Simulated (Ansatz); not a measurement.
Worked example: InHCl2 + C4H9 → InHCl + C4H9Cl

Species: InHCl2 `[Cl][InH][Cl]`, singlet; C4H9 (tert-butyl radical) `C[C](C)C`, doublet; InHCl `[Cl][InH]`, doublet; C4H9Cl (2-chloro-2-methylpropane) `CC(C)(C)Cl`, singlet. A radical takes Cl: the energy is the difference in strength between the In–Cl bond broken and the C–Cl bond made.

Shapes, held fixed at every level: PBE0-D4/def2-TZVP. Programs: Ansatz 0.2.0. The zero-point and thermal change to 298 K, harmonic and unscaled (PBE0-D4/def2-TZVP), is +4.7 kJ/mol.

At CCSD(T)/def2-TZVPP; 1 Eh = 2625.50 kJ/mol:

| species | energy (Eh) |
| --- | --- |
| InHCl2 | -1109.633510 |
| C4H9 | -157.493269 |
| InHCl | -649.823423 |
| C4H9Cl | -617.294355 |

Question: Work out ΔH(298 K) of the reaction at this level.

Answer: 
1. Products less reactants: (-649.823423) + (-617.294355) − [(-1109.633510) + (-157.493269)] = 0.009001 Eh = +23.6 kJ/mol.
2. With the thermal change: +23.6 + (+4.7) = +28.3 kJ/mol.

Other levels give +10.1 (SPW92/def2-TZVPP) to +77.5 kJ/mol (HF/def2-SVP). No measured value is set beside it here. Open shells run unrestricted unless RO is named. For atoms past krypton def2 sets carry core potentials with scalar relativity. Correlated rows may include outer-core shells of In, which these sets cover unevenly.
